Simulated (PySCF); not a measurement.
**Zn(3+) (zinc, charge +3) across methods**

[Ar] 3d9, 2D determinant. Computed with PySCF 2.14 in x2c-QZVPPall, with scalar relativity by spin-free X2C-1e.

```csv
method,E (hartree),mean ε 3p β (eV),mean ε 3d α (eV),mean ε 3d β (eV),Σ⟨r²⟩ (bohr²),⟨S²⟩
UHF,-1792.05090,-145.29,-63.640,-61.847,12.44,0.751
revPBE,-1793.384,-124.21,-51.193,-49.997,12.72,0.750
r2SCAN,-1793.455,-126.52,-51.741,-50.442,12.62,0.751
MN15,-1794.717,-128.29,-55.582,-54.402,12.67,0.751
PBE,-1793.211,-124.28,-51.306,-50.112,12.73,0.750
LDA,-1790.426,-124.28,-51.652,-50.409,12.74,0.750
TPSS,-1793.495,-124.85,-51.181,-50.025,12.71,0.750
PBE0,-1793.244,-129.84,-54.640,-53.314,12.63,0.750
```
